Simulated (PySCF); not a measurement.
Compound: C7H7O (doublet state).
Z-matrix (Å and degrees, GFN2-xTB geometry), rows numbered from 1:
```
C 
C   1  1.3818
C   2  1.3819  1  121.86
C   2  1.4626  1  119.51  3   179.98
C   4  1.3717  2  131.73  1     0.10
C   5  1.4127  4  106.48  2   179.95
C   6  1.3607  5  105.84  4     0.01
O   7  1.3398  6  110.74  5     0.00
H   1  1.0743  2  120.18  3     0.04
H   1  1.0724  2  122.09  3  -179.99
H   3  1.0745  2  120.64  1    -0.04
H   3  1.0735  2  121.31  1   179.99
H   5  1.0704  4  127.38  2    -0.03
H   6  1.0708  5  127.01  4  -179.99
H   7  1.0722  6  131.96  5  -180.00
```

The hyperfine couplings belong to this conformer and change with its torsions.

As a line formula: `[CH2]C(=C)c1ccco1` [radical].

The calculation used PySCF, UKS B3LYP, pcH-1 on C H O, non-relativistic, mean-field spin-orbit, GIAO. The structure is a single GFN2-xTB conformer in the gas phase; no vibrational or solvent corrections. Couplings are sensitive to structure, and on GFN2-xTB geometries they can be far from those on DFT ones. Stability of the SCF solution: not tested. ⟨S²⟩ is 0.787 where a pure state has 0.75.

Largest spin populations (Mulliken): C1 (+0.72), C3 (+0.69) and C2 (-0.26). The positive populations add up to 1.48 and the negative ones to -0.48, together 2S = 1. The angles at C1 add up to 360.0°, so it is planar; its axial dipolar tensor and the negative couplings of its protons fit spin in a p orbital normal to that plane.

McConnell's relation a(H) = Q·ρ ties the coupling of a proton on a planar π carbon to the spin population of that carbon. What Q do the computed values give?

| H | C | ρ(C) | a(H) (G) | a/ρ (G) |
| --- | --- | --- | --- | --- |
| H9 | C1 | +0.722 | -15.16 | -21.0 |
| H10 | C1 | +0.722 | -15.69 | -21.7 |
| H11 | C3 | +0.688 | -14.46 | -21.0 |
| H12 | C3 | +0.688 | -15.28 | -22.2 |

A least-squares line through the origin gives Q = -21.5 G with Mulliken populations. In McConnell's picture π spin on carbon polarises the C–H bond and leaves opposite spin at the proton, which makes Q negative, as found here.

Couplings in gauss use g_iso = 2.0026.
